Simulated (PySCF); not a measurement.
**Diatomics of Al with the fourth-period p block**

CCSD(T) with double-zeta basis sets in PySCF, for the lowest determinant that a PBE0 search found; no spin–orbit coupling. De refers to high-spin ground-configuration atoms.

| M | basis | reference, frozen orbitals | state (unpaired electrons) | Re (Å) | ωe (cm⁻¹) | De (eV) |
| --- | --- | --- | --- | --- | --- | --- |
| Ge | x2c-SVPall | UHF, 14 | quartet (σ ↑, π ↑↑) | 2.471 | 313 | 2.23 |
| Se | pcseg-1 | UHF, 14 | doublet (σ ↑) | 2.183 | 480 | 3.38 |
| Br | x2c-SVPall | RHF, 14 | singlet (closed shell) | 2.302 | 393 | 4.39 |

The shortest bond is that of AlSe (2.183 Å), the longest that of AlGe (2.471 Å). AlBr is bound most strongly (4.39 eV) and AlGe least (2.23 eV).

The rows differ in basis set, which adds steps of its own.

The state changes along the series, so neighbouring rows are not always alike in their bonding.

Correlated steps freeze 14 core orbitals. Correlated levels converge slowly with the basis: in double zeta they bind strong bonds too weakly, by up to about 1 eV, and carry superposition errors of some tenths. Where the molecule has an RHF reference, its open-shell atoms are computed with UHF. States were picked by a PBE0 search and need not be the measured ground states.
